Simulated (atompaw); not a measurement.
silver (Ag): one change to a PAW (atompaw) potential, before and after

```
Element                 : silver (Ag)
Generator               : atompaw 4.2.0.5
Type                    : PAW
Functional              : PBE
Relativity              : scalar-relativistic
Frozen core             : [Ar] 3d10
Valence charge          : 19
Reference configuration : 4s2 4p6 4d10 5s1 5p0
Partial waves           : 4s (bound): rc 1.05 bohr; 5s (bound): rc 1.65 bohr; 4p (bound): rc 1.55 bohr; 5p (bound, empty): rc 1.65 bohr; 4d (bound): rc 1.25 bohr; 4d channel at 4.8 Ry: rc 1.25 bohr
Local potential         : troulliermartins scheme with l = 3 at 0 Ry, radius 1.60 bohr
Core correction         : smooth core density matched at 1.25 bohr
Augmentation charge     : sinc compensation charge, radius 1.30 bohr; PAW radius 1.65 bohr; waves and projectors: custom polynom2 7 10 vanderbiltortho
```

Change: reference 4s2 4p6 4d9 5s0 5p0.

Cutoffs: the cutoffs (Ry, on a coarse ladder) from which the occupation-weighted sum of valence levels, in a spherical-Bessel basis at the reference potential, stays within 10 and 1 mRy of its value at 400 Ry; they do not see the model core or the augmentation charge, which bear on the density cutoff.

Task: What does the change do?

Result: The range in which the s phases agree narrows (upper end 2.5 → 1.3); the range in which the p phases agree narrows (upper end 3.9 → 2.5); neither file shows a bound ghost.

```csv
quantity,base,changed
"cutoff, loose",over 300 Ry,over 300 Ry
"cutoff, tight",over 300 Ry,over 300 Ry
loose cutoff by channel (10 mRy a level),"s 21 Ry, p 21 Ry, d 230 Ry","s 21 Ry, p 25 Ry, d 230 Ry"
bound ghosts,none,none
s: phases at 1.65 bohr within 0.05 rad from the reference energy up to (Ry; the scan ends near 5),2.5,1.3
p: phases at 1.65 bohr within 0.05 rad from the reference energy up to (Ry; the scan ends near 5),3.9,2.5
d: phases at 1.65 bohr within 0.05 rad from the reference energy up to (Ry; the scan ends near 5),to the end of the scan,to the end of the scan
lowest overlap eigenvalue by channel,"s 0.63, p 0.78, d 0.75","s 0.62, p 0.77, d 0.72"
```

 The cutoffs see the waves, projectors and local potential, not the compensation charge or the core.
